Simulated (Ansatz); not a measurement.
BGeH5 (SMILES [BH2][GeH3]) moved off its minimum; all values from Ansatz (a first-principles code), cores frozen in correlated methods.
(charge 0, multiplicity 1)
```xyz
7

B     -1.7175    -0.0392    -0.3948
Ge     0.2925     0.0388     0.0787
H      1.1971    -1.1802    -0.4641
H      0.9222     1.3074    -0.5093
H      0.5199     0.0924     1.5942
H     -2.3899     0.7330    -0.0731
H     -2.2732    -1.0283    -0.9555
```

Forces at PBE/def2-TZVPP (eV/Å):

```csv
atom,Fx,Fy,Fz
B1,1.741,-4.010,-1.393
Ge2,0.381,-0.930,-0.659
H3,-0.559,0.618,0.280
H4,0.107,0.293,-0.074
H5,-0.045,0.048,0.288
H6,-2.368,3.050,1.143
H7,0.743,0.932,0.416
```

Problem. Give the forces (eV/Å), the total energy and the dipole at CCSD(T)/cc-pVTZ.

Solution. 
```csv
atom,Fx,Fy,Fz
B1,1.331,-4.090,-1.479
Ge2,0.791,-0.892,-0.570
H3,-0.629,0.654,0.289
H4,0.081,0.274,-0.092
H5,-0.078,0.023,0.274
H6,-2.301,2.948,1.086
H7,0.805,1.082,0.492
```
Energy -2103.2298 hartree, dipole 0.70 D.
